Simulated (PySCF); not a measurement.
# Radial density of O³⁺ (oxygen, charge +3)

B3LYP, [He] 2s2 2p1, 2P determinant. Computed with PySCF 2.14 in aug-cc-pVDZ, with the non-relativistic Hamiltonian (point nucleus).

```
r (bohr)  4πr²ρ (e/bohr)  4πr²(ρα − ρβ)
 0.00418         0.06455         0.0000
 0.00704          0.1753         0.0001
  0.0118          0.4578         0.0001
  0.0199           1.141         0.0004
  0.0335           2.600         0.0011
  0.0563           5.132         0.0035
  0.0947           7.922         0.0148
   0.159           8.175         0.0730
   0.268           4.519         0.2863
   0.451           2.246         0.7283
   0.758           3.254         1.0394
    1.28           1.729         0.5195
    2.15          0.1237         0.0280
    3.61       0.0008088         0.0006
    6.07       3.351e-05         0.0000
```
